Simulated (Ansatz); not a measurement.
`[Cl][GeH2][S][GeH3]` at its PBE0-D4/def2-TZVP geometry, where that method's forces vanish. Total charge 0; spin multiplicity 1.

```
atom    x (Å)    y (Å)    z (Å)
 Cl1   1.6340   1.8418  -0.7157
 Ge2   0.7611   0.0267  -1.4985
  S3   0.5200  -1.4519   0.1112
 Ge4  -0.7975  -0.2556   1.4618
  H5  -0.5925   0.4485  -2.0833
  H6   1.7346  -0.5521  -2.5287
  H7  -1.7730   0.5612   0.6006
  H8   0.0569   0.6684   2.3363
  H9  -1.5436  -1.2869   2.3163
```

(1) For each bond, give half the difference of the two atoms' forces along it (eV/Å; positive pushes the atoms apart) under PBE-D4, r2SCAN-D4, B3LYP-D4, ωB97M-V in def2-TZVPP. (Estimate.)

Answers

(1) Computed: 
| bond | length (Å) | PBE-D4 | r2SCAN-D4 | B3LYP-D4 | ωB97M-V |
| --- | --- | --- | --- | --- | --- |
| Cl1–Ge2 | 2.161 | 0.22 | 0.06 | 0.27 | 0.06 |
| Ge2–S3 | 2.199 | 0.16 | 0.04 | 0.18 | 0.03 |
| Ge2–H5 | 1.534 | 0.05 | -0.05 | -0.07 | -0.11 |
| Ge2–H6 | 1.531 | 0.06 | -0.05 | -0.10 | -0.11 |
| S3–Ge4 | 2.234 | 0.15 | 0.05 | 0.22 | 0.06 |
| Ge4–H7 | 1.536 | 0.06 | -0.05 | -0.03 | -0.07 |
| Ge4–H8 | 1.532 | 0.07 | -0.04 | -0.04 | -0.08 |
| Ge4–H9 | 1.533 | 0.08 | -0.05 | -0.05 | -0.08 |

B3LYP here is the variant with VWN-RPA as its local correlation; programs differ in this.
